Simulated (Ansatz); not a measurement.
# Molecular dynamics of C2H5B3

Input file:

```yaml
crystal:
  periodic: [false, false, false]
  atoms:
    - { symbol: B, position_ang: [-1.45404, 1.271316, -0.107078] }
    - { symbol: B, position_ang: [-0.654294, 0.789115, 1.02675] }
    - { symbol: C, position_ang: [0.611917, -0.024086, 1.177746] }
    - { symbol: C, position_ang: [0.280286, -0.367774, -0.396515] }
    - { symbol: B, position_ang: [-0.991147, 0.371619, -1.194481] }
    - { symbol: H, position_ang: [0.521609, -0.979216, 1.788151] }
    - { symbol: H, position_ang: [1.559821, 0.600813, 1.321253] }
    - { symbol: H, position_ang: [1.210851, -0.206357, -0.955483] }
    - { symbol: H, position_ang: [0.021334, -1.427876, -0.376] }
    - { symbol: H, position_ang: [-1.112917, -0.025122, -2.277207] }
basis:
  gaussian: { orbitals: STO-3G }
hamiltonian:
  xc: r2scan
  dispersion: d4
md:
  timestep: 0.25
  n_steps: 166
  ensemble: nvt_nose_hoover
  temperature: 500.0
  initial_velocities: maxwell_boltzmann
  seed: 893828
  nose_hoover: { tau: 3.0, chain_length: 1 }
scf:
  lower_state_search: "off"
```

Launched with:

```bash
$ ansatz run input.yaml --threads 1 --pin off --max-ram 2048MiB --backend cpu --events-out ev --progress --plain --runs-dir out
```

It goes on from the last frame of an earlier run, with new velocities.

Output, in part (one step line in 3, the closing report, with atoms numbered from 0):

```
md step     0: t =     0.00 fs  T =   500.0 K  F+E_penalty+E_count = -4125.26692991 eV  E_kin = 0.517040 eV  conserved = -4124.74988992 eV  (14 SCF iters)
md step     3: t =     0.75 fs  T =   482.9 K  F+E_penalty+E_count = -4125.24881179 eV  E_kin = 0.499327 eV  conserved = -4124.74966024 eV  (13 SCF iters)
md step     6: t =     1.50 fs  T =   448.9 K  F+E_penalty+E_count = -4125.21101230 eV  E_kin = 0.464185 eV  conserved = -4124.74938804 eV  (13 SCF iters)
md step     9: t =     2.25 fs  T =   435.6 K  F+E_penalty+E_count = -4125.18936545 eV  E_kin = 0.450477 eV  conserved = -4124.74930119 eV  (13 SCF iters)
md step    12: t =     3.00 fs  T =   454.8 K  F+E_penalty+E_count = -4125.19436244 eV  E_kin = 0.470268 eV  conserved = -4124.74949786 eV  (13 SCF iters)
md step    15: t =     3.75 fs  T =   479.0 K  F+E_penalty+E_count = -4125.19848850 eV  E_kin = 0.495318 eV  conserved = -4124.74981179 eV  (21 SCF iters)
md step    18: t =     4.50 fs  T =   462.8 K  F+E_penalty+E_count = -4125.15727931 eV  E_kin = 0.478551 eV  conserved = -4124.74993630 eV  (21 SCF iters)
md step    21: t =     5.25 fs  T =   385.6 K  F+E_penalty+E_count = -4125.05043165 eV  E_kin = 0.398763 eV  conserved = -4124.74963203 eV  (21 SCF iters)
md step    24: t =     6.00 fs  T =   283.0 K  F+E_penalty+E_count = -4124.91306527 eV  E_kin = 0.292650 eV  conserved = -4124.74900211 eV  (13 SCF iters)
md step    27: t =     6.75 fs  T =   229.6 K  F+E_penalty+E_count = -4124.82084487 eV  E_kin = 0.237471 eV  conserved = -4124.74860357 eV  (14 SCF iters)
md step    30: t =     7.50 fs  T =   284.5 K  F+E_penalty+E_count = -4124.82409764 eV  E_kin = 0.294170 eV  conserved = -4124.74880642 eV  (13 SCF iters)
md step    33: t =     8.25 fs  T =   451.0 K  F+E_penalty+E_count = -4124.89955707 eV  E_kin = 0.466405 eV  conserved = -4124.74923128 eV  (21 SCF iters)
md step    36: t =     9.00 fs  T =   678.3 K  F+E_penalty+E_count = -4124.97762356 eV  E_kin = 0.701408 eV  conserved = -4124.74937828 eV  (21 SCF iters)
md step    39: t =     9.75 fs  T =   875.5 K  F+E_penalty+E_count = -4124.99901961 eV  E_kin = 0.905341 eV  conserved = -4124.74921269 eV  (21 SCF iters)
md step    42: t =    10.50 fs  T =   946.7 K  F+E_penalty+E_count = -4124.94337192 eV  E_kin = 0.978966 eV  conserved = -4124.74884784 eV  (21 SCF iters)
md step    45: t =    11.25 fs  T =   871.9 K  F+E_penalty+E_count = -4124.83895533 eV  E_kin = 0.901593 eV  conserved = -4124.74835559 eV  (21 SCF iters)
md step    48: t =    12.00 fs  T =   736.6 K  F+E_penalty+E_count = -4124.75156137 eV  E_kin = 0.761738 eV  conserved = -4124.74800842 eV  (21 SCF iters)
md step    51: t =    12.75 fs  T =   634.4 K  F+E_penalty+E_count = -4124.73325477 eV  E_kin = 0.655983 eV  conserved = -4124.74808456 eV  (21 SCF iters)
md step    54: t =    13.50 fs  T =   581.4 K  F+E_penalty+E_count = -4124.77864807 eV  E_kin = 0.601235 eV  conserved = -4124.74856830 eV  (21 SCF iters)
md step    57: t =    14.25 fs  T =   532.2 K  F+E_penalty+E_count = -4124.83223717 eV  E_kin = 0.550345 eV  conserved = -4124.74922632 eV  (21 SCF iters)
md step    60: t =    15.00 fs  T =   438.4 K  F+E_penalty+E_count = -4124.83019999 eV  E_kin = 0.453380 eV  conserved = -4124.74962386 eV  (22 SCF iters)
md step    63: t =    15.75 fs  T =   304.9 K  F+E_penalty+E_count = -4124.75778976 eV  E_kin = 0.315302 eV  conserved = -4124.74930585 eV  (22 SCF iters)
md step    66: t =    16.50 fs  T =   204.5 K  F+E_penalty+E_count = -4124.68518333 eV  E_kin = 0.211484 eV  conserved = -4124.74854460 eV  (14 SCF iters)
md step    69: t =    17.25 fs  T =   222.1 K  F+E_penalty+E_count = -4124.71379271 eV  E_kin = 0.229644 eV  conserved = -4124.74841604 eV  (13 SCF iters)
md step    72: t =    18.00 fs  T =   366.4 K  F+E_penalty+E_count = -4124.85851420 eV  E_kin = 0.378916 eV  conserved = -4124.74917230 eV  (13 SCF iters)
md step    75: t =    18.75 fs  T =   548.9 K  F+E_penalty+E_count = -4125.02484203 eV  E_kin = 0.567572 eV  conserved = -4124.74984257 eV  (21 SCF iters)
md step    78: t =    19.50 fs  T =   659.4 K  F+E_penalty+E_count = -4125.11571517 eV  E_kin = 0.681924 eV  conserved = -4124.74985106 eV  (21 SCF iters)
md step    81: t =    20.25 fs  T =   658.9 K  F+E_penalty+E_count = -4125.11456179 eV  E_kin = 0.681305 eV  conserved = -4124.74945101 eV  (21 SCF iters)
md step    84: t =    21.00 fs  T =   591.8 K  F+E_penalty+E_count = -4125.06935216 eV  E_kin = 0.611957 eV  conserved = -4124.74907075 eV  (14 SCF iters)
md step    87: t =    21.75 fs  T =   524.1 K  F+E_penalty+E_count = -4125.03425799 eV  E_kin = 0.541976 eV  conserved = -4124.74892698 eV  (14 SCF iters)
md step    90: t =    22.50 fs  T =   489.4 K  F+E_penalty+E_count = -4125.03379707 eV  E_kin = 0.506104 eV  conserved = -4124.74898275 eV  (14 SCF iters)
md step    93: t =    23.25 fs  T =   486.5 K  F+E_penalty+E_count = -4125.06406591 eV  E_kin = 0.503064 eV  conserved = -4124.74915239 eV  (13 SCF iters)
md step    96: t =    24.00 fs  T =   494.3 K  F+E_penalty+E_count = -4125.10428427 eV  E_kin = 0.511148 eV  conserved = -4124.74942927 eV  (21 SCF iters)
md step    99: t =    24.75 fs  T =   481.1 K  F+E_penalty+E_count = -4125.12181014 eV  E_kin = 0.497491 eV  conserved = -4124.74972515 eV  (21 SCF iters)
md step   102: t =    25.50 fs  T =   423.6 K  F+E_penalty+E_count = -4125.08842540 eV  E_kin = 0.438074 eV  conserved = -4124.74972087 eV  (21 SCF iters)
md step   105: t =    26.25 fs  T =   343.2 K  F+E_penalty+E_count = -4125.01898886 eV  E_kin = 0.354899 eV  conserved = -4124.74920822 eV  (14 SCF iters)
md step   108: t =    27.00 fs  T =   312.6 K  F+E_penalty+E_count = -4124.98606649 eV  E_kin = 0.323213 eV  conserved = -4124.74872280 eV  (14 SCF iters)
md step   111: t =    27.75 fs  T =   390.4 K  F+E_penalty+E_count = -4125.04990341 eV  E_kin = 0.403693 eV  conserved = -4124.74903733 eV  (14 SCF iters)
md step   114: t =    28.50 fs  T =   540.4 K  F+E_penalty+E_count = -4125.17074674 eV  E_kin = 0.558801 eV  conserved = -4124.74978880 eV  (21 SCF iters)
md step   117: t =    29.25 fs  T =   650.8 K  F+E_penalty+E_count = -4125.24582377 eV  E_kin = 0.673007 eV  conserved = -4124.75004568 eV  (21 SCF iters)
md step   120: t =    30.00 fs  T =   650.0 K  F+E_penalty+E_count = -4125.22523033 eV  E_kin = 0.672187 eV  conserved = -4124.74967405 eV  (21 SCF iters)
md step   123: t =    30.75 fs  T =   570.7 K  F+E_penalty+E_count = -4125.14711328 eV  E_kin = 0.590146 eV  conserved = -4124.74917391 eV  (14 SCF iters)
md step   126: t =    31.50 fs  T =   489.8 K  F+E_penalty+E_count = -4125.07684778 eV  E_kin = 0.506495 eV  conserved = -4124.74896018 eV  (14 SCF iters)
md step   129: t =    32.25 fs  T =   448.5 K  F+E_penalty+E_count = -4125.04551235 eV  E_kin = 0.463780 eV  conserved = -4124.74904964 eV  (14 SCF iters)
md step   132: t =    33.00 fs  T =   441.0 K  F+E_penalty+E_count = -4125.04310735 eV  E_kin = 0.456019 eV  conserved = -4124.74924481 eV  (14 SCF iters)
md step   135: t =    33.75 fs  T =   442.1 K  F+E_penalty+E_count = -4125.04290709 eV  E_kin = 0.457143 eV  conserved = -4124.74944134 eV  (21 SCF iters)
md step   138: t =    34.50 fs  T =   424.8 K  F+E_penalty+E_count = -4125.01699063 eV  E_kin = 0.439237 eV  conserved = -4124.74961501 eV  (21 SCF iters)
md step   141: t =    35.25 fs  T =   369.0 K  F+E_penalty+E_count = -4124.94371808 eV  E_kin = 0.381566 eV  conserved = -4124.74956403 eV  (21 SCF iters)
md step   144: t =    36.00 fs  T =   287.0 K  F+E_penalty+E_count = -4124.83450196 eV  E_kin = 0.296796 eV  conserved = -4124.74898470 eV  (14 SCF iters)
md step   147: t =    36.75 fs  T =   252.1 K  F+E_penalty+E_count = -4124.76437443 eV  E_kin = 0.260641 eV  conserved = -4124.74829763 eV  (14 SCF iters)
md step   150: t =    37.50 fs  T =   355.2 K  F+E_penalty+E_count = -4124.81599325 eV  E_kin = 0.367352 eV  conserved = -4124.74863574 eV  (14 SCF iters)
md step   153: t =    38.25 fs  T =   580.4 K  F+E_penalty+E_count = -4124.94640225 eV  E_kin = 0.600190 eV  conserved = -4124.74968389 eV  (21 SCF iters)
md step   156: t =    39.00 fs  T =   766.0 K  F+E_penalty+E_count = -4125.00034526 eV  E_kin = 0.792136 eV  conserved = -4124.74986482 eV  (21 SCF iters)
md step   159: t =    39.75 fs  T =   774.4 K  F+E_penalty+E_count = -4124.89919812 eV  E_kin = 0.800839 eV  conserved = -4124.74895723 eV  (20 SCF iters)
md step   162: t =    40.50 fs  T =   652.9 K  F+E_penalty+E_count = -4124.72094281 eV  E_kin = 0.675107 eV  conserved = -4124.74797328 eV  (21 SCF iters)
md step   165: t =    41.25 fs  T =   541.3 K  F+E_penalty+E_count = -4124.58665939 eV  E_kin = 0.559736 eV  conserved = -4124.74764849 eV  (14 SCF iters)
md step   166: t =    41.50 fs  T =   521.4 K  F+E_penalty+E_count = -4124.56254078 eV  E_kin = 0.539132 eV  conserved = -4124.74768228 eV  (13 SCF iters)
Total energy: -4124.56254663 eV, -151.5748778596 hartree
Atom 0 at    -1.469346     1.251655    -0.113245 Å, force    -0.393410     1.037859     0.136869 eV/Å
Atom 1 at    -0.612469     0.902107     1.018217 Å, force     1.030258    -0.358500     0.838712 eV/Å
Atom 2 at     0.535962    -0.071345     1.193917 Å, force     3.513865     0.059292    -0.769084 eV/Å
Atom 3 at     0.347899    -0.272763    -0.423256 Å, force    -1.368479    -2.593284     0.512452 eV/Å
Atom 4 at    -0.999317     0.294715    -1.149022 Å, force    -1.157941    -0.756646    -2.104348 eV/Å
Atom 5 at     0.287390    -1.078087     1.523262 Å, force    -0.095049    -0.289047     1.016252 eV/Å
Atom 6 at     1.746188     0.103584     1.385233 Å, force    -4.027307     0.050210    -0.129803 eV/Å
Atom 7 at     1.299008    -0.145051    -0.857627 Å, force     1.746187     1.436953    -1.290281 eV/Å
Atom 8 at     0.182110    -1.374858    -0.615891 Å, force    -0.038315     0.638868     0.811579 eV/Å
Atom 9 at    -1.411384    -0.288501    -2.138176 Å, force     0.790191     0.774295     0.977652 eV/Å
Dipole moment:     0.117318    -0.058359     0.274628 e Å
```

The run went to its last step. The conserved energy stayed within 0.22 meV per atom of its start (net change 0.22 meV per atom), so the integration is sound. A run of 0.042 ps of so small a system gives no equilibrium averages. Limits of this set-up: minimal basis.

The same pairs are bonded in the first frame and the last. Pairs count as bonded within 1.25 times the sum of covalent radii (0.12 Å more for H–H).

Last frame:

```xyz
10
Properties=species:S:1:pos:R:3
B -1.469 1.252 -0.113
B -0.613 0.902 1.018
C 0.536 -0.071 1.194
C 0.348 -0.273 -0.423
B -0.999 0.295 -1.149
H 0.287 -1.078 1.523
H 1.746 0.104 1.385
H 1.299 -0.145 -0.858
H 0.182 -1.375 -0.616
H -1.411 -0.288 -2.138
```

Time of the run: 4.3 min on 1 thread of Arm Neoverse V2, with other jobs on the host, peak memory 0.086 GiB.
